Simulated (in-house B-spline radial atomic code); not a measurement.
Atomic self-consistent-field run: Cd²⁺. Level of theory: non-relativistic Hartree-Fock, average of configuration, point nucleus, inside a hard spherical wall at 5.54 bohr; calculated with a B-spline radial code for spherical atoms.

Command:
```bash
python run_scf.py task.json out
```
Settings:
```
Z                48
configuration    [Kr] 4d9 4f1
hamiltonian      nr
method           hf
spin_polarised   False
wall_radius      5.54
```

Output (hartree, bohr):
```
 radial grid: 45 intervals, B-splines of order 8, outer radius 5.54 bohr

 iter        energy (Eh)    residual
    1       -5452.893616    6.41e-01
    2       -5458.107607    3.79e-01
    3       -5462.914420    6.42e-02
    4       -5463.088514    1.43e-02
    5       -5463.097735    6.20e-03
    6       -5463.099318    9.12e-04
    7       -5463.099338    3.99e-04
    8       -5463.099341    6.38e-05
    9       -5463.099341    3.81e-06
   10       -5463.099341    9.93e-08

 total energy                     -5463.09934
 kinetic                            5463.6980
 electron-nucleus                 -12967.6149
 electron-electron                  2040.8176

 orbital      occ     eigenvalue          <r>       <r^2>       <1/r>       r_max
 1s         2.000      -956.3061    0.0317027  0.00134467     47.4776     0.02099
 2s         2.000      -142.9973     0.137128   0.0221002     10.8417      0.1163
 2p         6.000      -133.0388     0.117325   0.0167527     10.8144     0.09133
 3s         2.000       -28.6907     0.368896    0.155376     3.89334      0.3348
 3p         6.000       -24.5818     0.361054    0.151055     3.80321       0.322
 3d        10.000       -17.0564     0.333707    0.132131     3.64069      0.2664
 4s         2.000        -5.3909      0.90993    0.935252     1.49133      0.8216
 4p         6.000        -3.9852     0.969723     1.07223     1.38237      0.8568
 4d         9.000        -1.6887       1.1868     1.66008     1.11085      0.9646
 4f         1.000        -0.1147      3.22261     11.1909    0.346311        3.35
```

Run time, properties included: 0.11 s on 1 thread of Arm Neoverse V1, with other jobs on the host.
